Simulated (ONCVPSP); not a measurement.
## Which change was made? (N, ONCV)

```
Element                 : nitrogen
Generator               : ONCVPSP 4.0.1
Type                    : optimised norm-conserving Vanderbilt (ONCV)
Functional              : PBE
Relativity              : non-relativistic
Frozen core             : [He]
Valence charge          : 5
Reference configuration : 2s1 2p4
Partial waves           : 2s: rc 0.90 bohr, ncon 4, nbas 7, qcut 6 1/bohr, 2 projectors, debl 2.5 Ha; 2p: rc 2.25 bohr, ncon 4, nbas 8, qcut 5 1/bohr, 3 projectors, debl 2.2 Ha; d scattering state at 0.36 Ha: rc 1.85 bohr, ncon 3, nbas 8, qcut 4.9 1/bohr, 2 projectors, debl 2.6 Ha
Local potential         : polynomial inside 0.85 bohr (lpopt 5, dvloc0 4 Ha)
Core correction         : polynomial model core, fcfact 0.3
```

Cutoffs, loose and tight: the cutoffs (Ha) at which the residual kinetic energy of the hardest occupied pseudo-wave falls to 1 and 0.1 mHa per electron. They do not see the model core or the augmentation charge, which bear on the density cutoff. Test errors are all-electron minus pseudo excitation energies from the reference, over the configurations 2s2 2p3; 2s2 2p2; 2s2 2p1; 2s2 2p2.5; variants that change the core or the reference have their own tests.

The base gives: outcome: generated; cutoff, loose: 94 Ha; cutoff, tight: 139 Ha; bound ghosts: none; GHOST(+) flags above zero: none; largest test error (meV): +1584.

**Question.** After one change the result is: outcome: generated; cutoff, loose: 122 Ha; cutoff, tight: 151 Ha; bound ghosts: none; GHOST(+) flags above zero: s, p; largest test error (meV): +2596. Which change was it?
A. s: qcut 4.1; p: qcut 3.4; d: qcut 3.3
B. p: rc 2.66
C. s: qcut 8.3

**Answer.** A. The others give: s: qcut 8.3 → outcome: generated; cutoff, loose: 30 Ha; cutoff, tight: 57 Ha; bound ghosts: none; GHOST(+) flags above zero: none; largest test error (meV): +1584 | p: rc 2.66 → outcome: generated; cutoff, loose: 94 Ha; cutoff, tight: 139 Ha; bound ghosts: none; GHOST(+) flags above zero: none; largest test error (meV): +2275.
